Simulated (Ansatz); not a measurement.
# Which method gave which barrier?

Saddle point of BNH$_{7}$O$_{2}$F, closed shell (BH₃O₂ ([OH][BH][OH]) + NH₃ + HF → BNH₄O₂ ([NH2][B]([OH])[OH]) + HF + H₂; bonds formed: H2–H7, H5–F8; dative contacts that become bonds: B1–N6; bonds broken: B1–H2, H5–N6, H7–F8), PBE0-D4/def2-TZVP structure:

| atom | x (Å) | y (Å) | z (Å) |
| --- | --- | --- | --- |
| B1 | -0.4083 | 0.0470 | -0.3860 |
| H2 | 0.4651 | -1.2786 | -0.3572 |
| O3 | -0.0742 | 0.5614 | -1.6305 |
| O4 | -1.6554 | -0.4312 | -0.0121 |
| H5 | 1.0303 | 0.2179 | 1.1913 |
| N6 | 0.2163 | 0.8899 | 0.7457 |
| H7 | 1.0438 | -1.1929 | 0.3200 |
| F8 | 1.7917 | -0.8226 | 1.3533 |
| H9 | -0.4460 | 0.0952 | -2.3794 |
| H10 | -2.1117 | -0.9490 | -0.6758 |
| H11 | 0.6244 | 1.7433 | 0.3807 |
| H12 | -0.4760 | 1.1196 | 1.4501 |

Ansatz 0.2.0; basis: def2-TZVPP, with def2-QZVPP for the basis limit; cores frozen in the correlated methods. Extrapolation: Hartree–Fock as exp(−7.88 √X), correlation as X^−2.97. Four methods, as single points on the PBE0-D4 structures, gave these electronic barriers from the start structure: 0.585, 0.785, 1.012, 1.433 eV.

(1) The methods were, in alphabetical order, BHLYP-D4, HF, PBE-D4, PBE0-D4. Which gave which? (A judgement: the text doesn't fix the answer.)

The T1 diagnostic stays at or below 0.013.

Answers

(1) Computed: PBE-D4 0.585; PBE0-D4 0.785; BHLYP-D4 1.012; HF 1.433 eV. For comparison, CCSD(T) at an estimated basis limit (MP2 extrapolated from triple and quadruple zeta, plus CCSD(T) − MP2 in triple zeta) gives 0.992 eV.

Labels in which every atom is bracketed show which atoms are joined, not bond orders.

For scale, one of the runs: CCSD(T)/def2-TZVPP, 253 basis functions, launched by `ansatz run in.yaml --threads 8 --pin off --events-out ev --progress --plain --max-ram 19148MiB`. The run took 2.1 min on 8 CPU threads of an Arm Neoverse V1 (shared host), with 6.2 GiB of host memory at its peak.
